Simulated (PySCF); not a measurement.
Structure revision by computed shifts

A compound C6H10O3 gives the data below (simulated from a calculation) and was assigned the structure `C=C(COC)OC(C)=O`.

13C{1H} NMR (computed): δ 174.2 (C), 148.8 (CH), 101.7 (CH2), 72.3 (CH2), 61.7 (CH3), 38.0 (CH2).

1H NMR (600 MHz, computed): δ 7.93 (m, 1H), 5.12 (m, 1H), 4.86 (m, 1H), 3.64 (t, 2H), 3.58 (s, 3H), 2.77 (t, 2H).

PySCF 2.14 calculation with GFN2-xTB structure and PBE0/pcSseg-1 with gauge-including orbitals; averaged over atoms made equivalent by symmetry, fast rotation or ring inversion, non-relativistic Hamiltonian, one conformer, no solvent model.

Scale: TMS for 1H and 13C (reference shieldings calculated alike).

(1) Compare with the shifts computed for the proposed structure, pairing carbons in order of shift.

(2) Which isomer fits?

Results:

(1) Mapped SMILES: `[CH2:1]=[C:2]([CH2:3][O:4][CH3:5])[O:6][C:7]([CH3:8])=[O:9]`. Each H is labelled by its parent atom.

```tsv
atom	computed for proposal	given list	difference
C7	173.8	174.2	-0.4
C2	164.2	148.8	+15.4
C1	101.8	101.7	+0.1
C3	74.5	72.3	+2.2
C5	60.5	61.7	-1.2
C8	24.1	38.0	-13.9
```

The rms difference is 8.6 ppm and the largest +15.4 ppm at C2 (alkene carbon bearing oxygen). The carbon types in order of shift don't match either: C, C, CH2, CH2, CH3, CH3 for the proposal against C, CH, CH2, CH2, CH3, CH2 in the data. The proposal doesn't fit.

(2) `C=COC(=O)CCOC`.

1. Carbon types of the structure: 1 × C, 1 × CH, 3 × CH2, 1 × CH3, which accounts for all hydrogens.
2. δC 174.2: ester carbonyl carbon; lone-pair donation from the attached heteroatom keeps it upfield of a ketone carbonyl.
3. δC 148.8: alkene carbon bearing oxygen; an sp2 carbon further deshielded by the attached heteroatom.
4. δC 101.7: β carbon of an enol-ether or enamine type C=C; the O or N lone pair pushes π density onto this β carbon and shields it.
5. δC 72.3: sp3 CH2 bonded to O; deshielded by the electronegative neighbour.

Other isomers checked: C=C(C)COC(=O)OC (rms 11.5 ppm); C/C(=C\COC=O)CO (rms 13.0 ppm).

The data come from this structure; uniqueness wasn't tested.

Shifts are as computed. Against solution values, carbons near 30 ppm lie about +3 ppm off and those near 130 ppm about +5 ppm. Of 1211 compounds with measured shifts, 218 miss one by over three times the rms of a fit or turn the order of signals round; such compounds aren't used in these exercises. Multiplicities follow the n + 1 count of equivalent neighbours, as no J values were calculated; m marks all less simple cases, F and P coupling included.
